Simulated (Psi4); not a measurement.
C$_{3}$H$_{3}$, doublet, geometry from GFN2-xTB. Base run: MP2/cc-pVTZ run with Psi4.

Psi4 was given this input:
```
memory 2 GB

molecule {
0 2
  C     0.01137253    0.00043044    0.89107543
  C     0.06264617   -0.66008582   -0.41729858
  C     0.04247067    0.66144996   -0.41767946
  H    -0.79304238   -0.01164344    1.60888743
  H     0.07098274   -1.56700412   -0.97228411
  H     0.02312338    1.56788010   -0.97318762
}

set basis cc-pvtz
set reference uhf
set freeze_core true

energy('mp2')
print_variables()
```

Variants of this job, named by their change:

| change | basis functions | E (Eh) | MP2 correlation (Eh) |
|---|---|---|---|
| base | 132 | -115.68359 | -0.44987 |
| basis = STO-3G | 18 | -113.92257 | -0.16430 |
| basis = 6-31G | 33 | -115.37950 | -0.24655 |
| basis = 3-21G | 33 | -114.77393 | -0.24670 |
| basis = 6-31G* | 51 | -115.54883 | -0.35768 |
| basis = cc-pVDZ | 57 | -115.57121 | -0.36867 |
| basis = def2-SVP | 57 | -115.47870 | -0.37007 |
| basis = 6-31G** | 60 | -115.57291 | -0.37563 |
| basis = 6-311G** | 72 | -115.61129 | -0.39164 |
| basis = 6-311+G(2d,p) | 99 | -115.63188 | -0.40727 |
| basis = pcseg-2 | 132 | -115.67424 | -0.44470 |
| basis = aug-cc-pVTZ | 207 | -115.69115 | -0.45627 |
| basis = def2-QZVPP | 261 | -115.72018 | -0.47770 |

Totals compare only among sets that treat the same electrons; sets with core potentials leave the core out.

Open shells are given as the SCF converged; they aren't shown to be the lowest states, and a large step between rows can be another state.
